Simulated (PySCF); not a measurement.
# Nb: electron affinity

Nb- [Kr] 4d4 5s2 (5D) → Nb [Kr] 4d4 5s1 (6D), as a difference of total energies. All numbers are calculated (PySCF 2.14, a scalar-relativistic core potential, in aug-cc-pVDZ-PP with ECP28MDF). Correlated levels: valence: 4s2 4p6 frozen. The calculations carry no spin-orbit coupling.

Q: Order these methods by the electron affinity they give, lowest first.
A. CCSD (valence)
B. UHF
C. MP2 (valence)
D. SCS-MP2 (valence)

A: B (-0.264 eV), C (0.248 eV), D (0.350 eV), A (0.633 eV).

The reference lies between the lowest fine-structure levels, while these numbers refer to the centres of the terms.

Errors of the correlated levels include the incompleteness of this basis and the frozen core.

A negative affinity means that the anion lies above the atom at that level of theory.

The coupled-cluster amplitudes are large for Nb- (T1 above 0.03 or a double amplitude above 0.15), so a single reference is strained.

For comparison: 0.917 eV (measured; photodetachment measurements, as compiled on the Wikipedia data page of electron affinities).
